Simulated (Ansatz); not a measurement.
Ansatz (a first-principles code) input (RI-MP2/cc-pV(T+d)Z):
A basis named .json is the Basis Set Exchange file of that set.

Ansatz 0.2 input:
```yaml
crystal:
  periodic: [false, false, false]
  atoms:
    - {symbol: S, position_ang: [1.05945980, 0.22142289, -0.00300834]}
    - {symbol: O, position_ang: [1.48913663, -0.41781812, 1.22703964]}
    - {symbol: O, position_ang: [1.05027577, 1.66305379, -0.16999724]}
    - {symbol: C, position_ang: [-0.79799096, -0.31207555, -0.21415486]}
    - {symbol: F, position_ang: [-1.51505568, 0.19977717, 0.77350094]}
    - {symbol: F, position_ang: [-1.23408663, 0.14169019, -1.37853922]}
    - {symbol: F, position_ang: [-0.85960328, -1.63393384, -0.18643688]}
basis:
  gaussian:
    orbitals: cc-pV_T+d_Z.json
    fitting: {mean_field: def2-universal-jkfit, correlation: cc-pVTZ-RIFIT.json}
magnetization: {spin_polarized: true, initial_magnetization: 1}
correlation: {method: mp2, electrons: outside_noble_gas}
```

End of the output:

```
integrals: 0.25 GiB planned
588 factors; integrals over basis functions are off by at most 1.3e0 eV
608 factors; integrals over basis functions are off by at most 7.2e-1 eV
mean field: 1.00 GiB planned
mean field evaluation 1: about -24034.5279 eV, gradient 4.7e1 eV
mean field evaluation 2: about -24037.9265 eV, gradient 3.9e1 eV
mean field evaluation 4: about -24042.8311 eV, gradient 1.8e0 eV
mean field evaluation 8: about -24042.8714 eV, gradient 4.9e-3 eV
mean field evaluation 16: about -24042.4593 eV, gradient 3.0e0 eV
mean field -24042.87143362 eV, -883.5592283419 hartree, gradient 2.2e-6 eV, S^2 0.793327; 4 other end points of the search recorded, 0 dependent functions left out
11 core orbitals not correlated
reference -24042.87143362 eV, -883.5592283419 hartree; 22, 21 occupied and 186, 187 virtual orbitals, 608 factors
second order -42.15242030 eV of doubles, -0.00000000 eV of singles
Total energy: -24085.02385392 eV, -885.1083012161 hartree
```

It need not be the lowest isomer of its formula.
